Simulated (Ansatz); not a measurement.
Species: C$_{2}$H$_{2}$Br$_{2}$, charge 0, singlet. C2H2Br2 (SMILES C=C(Br)Br).
B3LYP-D3(BJ)/def2-TZVP minimum from Ansatz (an electronic-structure program):
```
C
C 1 1.3212
H 2 1.0808 1 120.66
H 2 1.0808 3 118.68 1 -180.00
Br 1 1.8976 2 122.46 3 180.00
Br 1 1.8976 2 122.46 3 0.00
```
Charge 0, spin multiplicity 1.

Atomisation energy term by term, kcal/mol (programs: Ansatz). Radicals and triplets start from unrestricted determinants; spin-orbit coupling is neglected. Cores are frozen in correlated methods (noble-gas shells, and filled d and f shells in the p block). No relativity. CBS(X,Y): correlation extrapolated as X^-3, Hartree-Fock from the larger set (Q,5: extrapolated as (X+1)exp(-9√X)). A bracket is a step between two methods taken in the basis named. Where a partner has so few electrons that a lower coupled-cluster level is exact, that level stands in. Spin-orbit terms, left out, reach several kcal/mol for Br and I, and more for heavier atoms. The restricted determinant of C2H2Br2 (C=C(Br)Br, singlet) is unstable towards broken spin symmetry in at least one set run.

```json
[
 {"term": "Hartree-Fock", "basis": "CBS(cc-pVQZ,cc-pV5Z)", "kcal/mol": "340.25"},
 {"term": "CCSD correlation", "basis": "CBS(cc-pVQZ,cc-pV5Z)", "kcal/mol": "139.30"},
 {"term": "(T)", "basis": "CBS(cc-pVQZ,cc-pV5Z)", "kcal/mol": "14.02"},
 {"term": "CCSDT(Q) - CCSD(T)", "basis": "cc-pVDZ", "kcal/mol": "0.56"},
 {"term": "sum: De", "basis": "", "kcal/mol": "494.1"}
]
```
